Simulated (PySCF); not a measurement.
Cl2HOSb, SMILES [OH][Sb]([Cl])[Cl].

Geometry optimised at B3LYP-D3(BJ)/def2-SVP. The def2 effective core potentials stand for the cores of Sb; spin–orbit coupling is left out. Other conformers were not sampled.

All values below come from ωB97X/def2-TZVPD (PySCF).

Symmetry labels are those of the subgroup Cs that the program uses (full group Cs).

Computed valence orbital energies around the gap with their symmetry:
```tsv
orbital	symmetry	energy (eV)
HOMO−7	A"	-13.88
HOMO−6	A'	-13.46
HOMO−5	A'	-12.64
HOMO−4	A"	-12.31
HOMO−3	A'	-11.89
HOMO−2	A"	-11.65
HOMO−1	A"	-11.50
HOMO	A'	-10.92
LUMO	A'	-0.07
LUMO+1	A"	0.03
LUMO+2	A'	0.72
LUMO+3	A'	1.54
```
